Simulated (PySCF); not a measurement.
## Nitrogen: a sound run and one with changed settings

Sound run: N²⁺ [He] 2s2 2p1, N³⁺ [He] 2s2. Calculation: PySCF 2.14, in jorge-DZP-DKH (4s2p1d, 15 functions); the spin-free X2C one-electron Hamiltonian (Gaussian nucleus). In the sound run the correlated levels freeze 1s2. The sound run starts from symmetry-adapted Hartree-Fock orbitals and uses a fine grid where one is needed.

A second run was set up differently.

```
species   method  sound run (hartree)  changed run (hartree)  converged
    N²⁺      MP2            -52.88431              -52.89769        yes
    N²⁺  CCSD(T)            -52.91344              -52.92745        yes
    N³⁺      MP2            -51.14961              -51.16292        yes
    N³⁺  CCSD(T)            -51.18703              -51.20081        yes
```

Ionisation energy of N²⁺:

| method | sound run (eV) | changed run (eV) |
| --- | --- | --- |
| UHF | 47.193 | 47.193 |
| MP2 | 47.204 | 47.206 |
| SCS-MP2 | 47.151 | 47.151 |
| CCSD | 46.964 | 46.971 |
| CCSD(T) | 46.978 | 46.984 |

Q: What was changed?
A. level shift left on
B. all electrons correlated in a valence basis
C. too few SCF iterations
D. basis contracted for another Hamiltonian

A: B. A valence basis has no tight correlating functions, so it recovers only part of the core correlation, and not evenly between atom and ion.
